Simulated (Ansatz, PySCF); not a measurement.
CH$_{8}$Si$_{2}$, triplet, at the geometry of the source list (a higher spin typed on purpose: for a closed-shell molecule this is an excited state). Base run: CASSCF(4,6)/STO-3G run with PySCF.

Here is a job for PySCF.
```python
from pyscf import gto, scf, mcscf
import numpy

mol = gto.Mole()
mol.atom = '''
    Si    1.449600    0.727000    0.003000
    C     0.226500   -0.719600   -0.129600
    Si   -1.600300   -0.248200    0.082600
    H     2.821500    0.233700   -0.162800
    H     1.167800    1.710400   -1.046200
    H     1.328700    1.359300    1.319200
    H     0.486100   -1.470700    0.617800
    H     0.355700   -1.202700   -1.098600
    H    -1.985600    0.722500   -0.943900
    H    -1.810400    0.332600    1.411200
    H    -2.439600   -1.444400   -0.052600
'''
mol.basis = 'sto-3g'
mol.charge = 0
mol.spin = 2
mol.verbose = 4
mol.build()

mf = scf.ROHF(mol)
mf.kernel()
mc = mcscf.CASSCF(mf, 6, 4)
mc.fix_spin_(ss=2.0)
mc.kernel()
occ = numpy.linalg.eigvalsh(mc.fcisolver.make_rdm1(mc.ci, mc.ncas, mc.nelecas))[::-1]
ss = mc.fcisolver.spin_square(mc.ci, mc.ncas, mc.nelecas)[0]
print('natural occupations', occ.round(4), ' <S^2>', round(ss, 4))
```

Programs used: Ansatz (an electronic-structure program), PySCF; a row that names a program was run with it.

Variants of this job, named by their change:

```
change                                                ΔE vs base (kcal/mol)                      natural occupations  <S^2> of the state        outcome
----------------------------------------------------  ---------------------  ---------------------------------------  ------------------  -------------
base                                                                  0.000            1.96 1.02 0.98 0.03 0.00 0.00                2.00      converged
active space = 2 electrons, 4 orbitals                                 9.97                      1.00 1.00 0.00 0.00                2.00      converged
conv_tol = 1e-5                                                       0.003            1.96 1.02 0.98 0.04 0.00 0.00                2.00      converged
state_average = 2 states                                              0.593                                        -                   -      converged
orbitals = fixed (CASCI); correction = SC-NEVPT2                      -64.3            1.98 1.02 0.98 0.02 0.00 0.00                2.00      converged
active space = 6 electrons, 8 orbitals                               -10.66  1.98 1.95 1.03 0.97 0.05 0.03 0.00 0.00                2.00      converged
code = ansatz; correction = SC-NEVPT2, all electrons                  -71.5                                        -                   -      converged
active space = 10 electrons, 9 orbitals                                   -                                        -                   -  not converged
correction = SC-NEVPT2                                                -71.3            1.96 1.02 0.98 0.03 0.00 0.00                2.00      converged
active space = 10 electrons, 8 orbitals                                   -                                        -                   -  not converged
fix_spin_ = off                                                       0.000            1.96 1.02 0.98 0.03 0.00 0.00                2.00      converged
```

Active orbitals are taken around the Fermi level unless the row says otherwise; CASSCF can end in different local minima, and two programs can end on different orbitals. State-averaged rows give the lowest state.

Open shells are given as the SCF converged; they aren't shown to be the lowest states, and a large step between rows can be another state.
